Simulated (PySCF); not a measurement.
Molfile (atoms numbered from 1):
```
C2H6FNSi
     RDKit          3D

 11 10  0  0  0  0  0  0  0  0999 V2000
   -1.8043    0.1443    1.2973 N   0  0  0  0  0  0  0  0  0  0  0  0
   -1.2501    0.5152    0.2187 C   0  0  0  0  0  0  0  0  0  0  0  0
   -0.3844   -0.2902   -0.7010 C   0  0  0  0  0  0  0  0  0  0  0  0
    1.4368    0.0413   -0.3595 Si  0  0  0  0  0  4  0  0  0  0  0  0
    2.3231   -0.7162   -1.4948 F   0  0  0  0  0  0  0  0  0  0  0  0
   -1.6125   -0.8500    1.4734 H   0  0  0  0  0  0  0  0  0  0  0  0
   -1.3832    1.5741   -0.0693 H   0  0  0  0  0  0  0  0  0  0  0  0
   -0.5683   -1.3706   -0.5763 H   0  0  0  0  0  0  0  0  0  0  0  0
   -0.5787   -0.0268   -1.7544 H   0  0  0  0  0  0  0  0  0  0  0  0
    1.8194   -0.5093    0.9692 H   0  0  0  0  0  0  0  0  0  0  0  0
    1.7278    1.4991   -0.4400 H   0  0  0  0  0  0  0  0  0  0  0  0
  6  1  1  0
  1  2  2  0
  2  3  1  0
  3  4  1  0
  4  5  1  0
  2  7  1  0
  3  8  1  0
  3  9  1  0
  4 10  1  0
  4 11  1  0
M  END
```

Geometry: PBE0-D3(BJ)/def2-SVP; GIAO shifts from PySCF, gas phase, non-relativistic, averaged over equivalent atoms.

At PBE0/STO-3G (35 basis functions, 7.8 s wall time on 1 thread of an Intel Xeon, shared host):
| atoms | δ (ppm) |
| --- | --- |
| N1 | 274.8 |
| C2 | 128.0 |
| C3 | 19.7 |
| Si4 | -22.8 |
| F5 | -232.3 |
| H6 | 11.42 |
| H7 | 7.62 |
| H10/H11 | 2.49 |
| H8/H9 | 1.57 |

Scale: 15N (294.71 ppm) vs NH3; 13C (234.69 ppm), 29Si (517.60 ppm), 1H (32.60 ppm) vs TMS; CFCl3 for 19F (304.40 ppm) (reference shieldings calculated alike).

Estimate the result of repeating the calculation with BHandHLYP/pcSseg-2.

## Answers


| atoms | δ at BHandHLYP/pcSseg-2 | change |
| --- | --- | --- |
| N1 | 366.0 | +91.2 |
| C2 | 177.8 | +49.8 |
| C3 | 32.7 | +13.0 |
| Si4 | -8.8 | +14.0 |
| F5 | -188.1 | +44.2 |
| H6 | 9.60 | -1.82 |
| H7 | 7.72 | +0.10 |
| H10/H11 | 4.78 | +2.29 |
| H8/H9 | 2.10 | +0.53 |

Chemical shifts δ = σref − σ; NH3 for 15N (σ = 259.78 ppm); 13C (σ = 184.26 ppm) and 29Si (σ = 345.75 ppm) and 1H (σ = 31.45 ppm) vs TMS; CFCl3 for 19F (σ = 202.02 ppm), all at this level.

The largest change is at N1 (imine nitrogen). Cost: 271 basis functions, 84 s wall time on 1 thread of an Intel Xeon, shared host.

Unscaled 19F shifts against computed CFCl3 carry errors that often reach 10 to 50 ppm. Experimental scales use liquid or dissolved standards, which lie at an offset from isolated NH3 (liquid NH3: subtract about 20 ppm). Unscaled 15N shifts of sp2 nitrogen often come out too high even then, by a few to some tens of ppm.
